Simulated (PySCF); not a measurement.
Ge(H)(Et)2(NH2), SMILES [CH2]([GeH]([CH2]C)[NH2])C (C₄H₁₃GeN), singlet, GFN2-xTB optimised geometry.

```
19

Ge    -0.53    -0.12     0.00
N     -1.28     1.55     0.00
C     -1.30    -1.07    -1.57
C     -2.82    -1.11    -1.54
C      1.48    -0.12     0.00
C      2.08    -1.50     0.18
H     -1.03    -0.71     1.30
H     -1.02     2.16     0.77
H     -1.17     2.08    -0.86
H     -0.90    -2.09    -1.60
H     -0.96    -0.57    -2.48
H     -3.22    -0.10    -1.51
H     -3.21    -1.62    -2.42
H     -3.17    -1.64    -0.66
H      1.83     0.32    -0.94
H      1.83     0.54     0.80
H      1.79    -2.16    -0.64
H      3.17    -1.45     0.21
H      1.73    -1.95     1.11
```

Density from B3LYP/def2-SVP in PySCF 2.14.0 at that geometry.

Minimum of the electron density along straight lines between bonded atoms, close to the bond critical point (lines longer than 1.1 times the sum of covalent radii, or with two minima, are not listed):

```json
[
 {"bond": "Ge1–N2", "length / Å": "1.829", "ρ at the minimum / e bohr⁻³": "0.139", "∇²ρ there / e bohr⁻⁵": "0.44", "position (fraction from the first atom)": "0.47"},
 {"bond": "Ge1–C3", "length / Å": "1.989", "ρ at the minimum / e bohr⁻³": "0.124", "∇²ρ there / e bohr⁻⁵": "0.03", "position (fraction from the first atom)": "0.47"},
 {"bond": "C3–C4", "length / Å": "1.522", "ρ at the minimum / e bohr⁻³": "0.243", "∇²ρ there / e bohr⁻⁵": "-0.55", "position (fraction from the first atom)": "0.50"},
 {"bond": "Ge1–C5", "length / Å": "2.009", "ρ at the minimum / e bohr⁻³": "0.120", "∇²ρ there / e bohr⁻⁵": "0.02", "position (fraction from the first atom)": "0.47"},
 {"bond": "C5–C6", "length / Å": "1.521", "ρ at the minimum / e bohr⁻³": "0.243", "∇²ρ there / e bohr⁻⁵": "-0.55", "position (fraction from the first atom)": "0.50"},
 {"bond": "Ge1–H7", "length / Å": "1.517", "ρ at the minimum / e bohr⁻³": "0.137", "∇²ρ there / e bohr⁻⁵": "0.07", "position (fraction from the first atom)": "0.59"},
 {"bond": "N2–H8", "length / Å": "1.010", "ρ at the minimum / e bohr⁻³": "0.331", "∇²ρ there / e bohr⁻⁵": "-1.50", "position (fraction from the first atom)": "0.76"},
 {"bond": "N2–H9", "length / Å": "1.011", "ρ at the minimum / e bohr⁻³": "0.331", "∇²ρ there / e bohr⁻⁵": "-1.50", "position (fraction from the first atom)": "0.76"},
 {"bond": "C3–H10", "length / Å": "1.091", "ρ at the minimum / e bohr⁻³": "0.273", "∇²ρ there / e bohr⁻⁵": "-0.97", "position (fraction from the first atom)": "0.62"},
 {"bond": "C3–H11", "length / Å": "1.092", "ρ at the minimum / e bohr⁻³": "0.272", "∇²ρ there / e bohr⁻⁵": "-0.96", "position (fraction from the first atom)": "0.62"},
 {"bond": "C4–H12", "length / Å": "1.087", "ρ at the minimum / e bohr⁻³": "0.279", "∇²ρ there / e bohr⁻⁵": "-1.03", "position (fraction from the first atom)": "0.63"},
 {"bond": "C4–H13", "length / Å": "1.089", "ρ at the minimum / e bohr⁻³": "0.276", "∇²ρ there / e bohr⁻⁵": "-1.00", "position (fraction from the first atom)": "0.62"},
 {"bond": "C4–H14", "length / Å": "1.088", "ρ at the minimum / e bohr⁻³": "0.277", "∇²ρ there / e bohr⁻⁵": "-1.02", "position (fraction from the first atom)": "0.62"},
 {"bond": "C5–H15", "length / Å": "1.092", "ρ at the minimum / e bohr⁻³": "0.272", "∇²ρ there / e bohr⁻⁵": "-0.96", "position (fraction from the first atom)": "0.62"},
 {"bond": "C5–H16", "length / Å": "1.092", "ρ at the minimum / e bohr⁻³": "0.272", "∇²ρ there / e bohr⁻⁵": "-0.96", "position (fraction from the first atom)": "0.62"},
 {"bond": "C6–H17", "length / Å": "1.088", "ρ at the minimum / e bohr⁻³": "0.277", "∇²ρ there / e bohr⁻⁵": "-1.01", "position (fraction from the first atom)": "0.62"},
 {"bond": "C6–H18", "length / Å": "1.089", "ρ at the minimum / e bohr⁻³": "0.276", "∇²ρ there / e bohr⁻⁵": "-1.01", "position (fraction from the first atom)": "0.62"},
 {"bond": "C6–H19", "length / Å": "1.088", "ρ at the minimum / e bohr⁻³": "0.277", "∇²ρ there / e bohr⁻⁵": "-1.01", "position (fraction from the first atom)": "0.62"}
]
```
